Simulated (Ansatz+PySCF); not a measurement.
## singlet ScF3: levels of theory in one basis

```csv
atom,x (Å),y (Å),z (Å)
Sc,0.0000,0.0000,0.0000
F,1.8221,0.0000,0.0000
F,-0.9111,1.5780,0.0000
F,-0.9111,-1.5780,0.0000
```

Basis set: def2-SVP (spherical functions). Correlated methods keep 8 orbitals frozen. Charge 0, multiplicity 1.

Computed with Ansatz (development build ahead of 0.2.0); each method stands on the lowest determinant of its kind that the runs found. NEVPT2 correlates all electrons. Active spaces start from the frontier orbitals, and the lowest solution found is given.

```csv
method,E − E(RHF) (eV),<S²> of the determinant
RHF,0.00,0.00
RHF-CCSD,-21.50,–
RHF-CCSD(T),-21.91,–
"CASSCF(2,2)",-0.41,–
"SC-NEVPT2(2,2)",-21.46,–
```

Q: What does RHF-MP2 give on the same scale?

A: -21.22 eV.

Q: Is a single determinant a sound starting point here?

A: By this sign, yes. Unrestricted orbitals gain 0.00 eV and <S²> is 0.00 against 0.00 for a pure state. The CASSCF(2,2) natural occupations are 1.99, 0.01.

Caution for CASSCF(2,2): other starts end on other solutions of this active space.
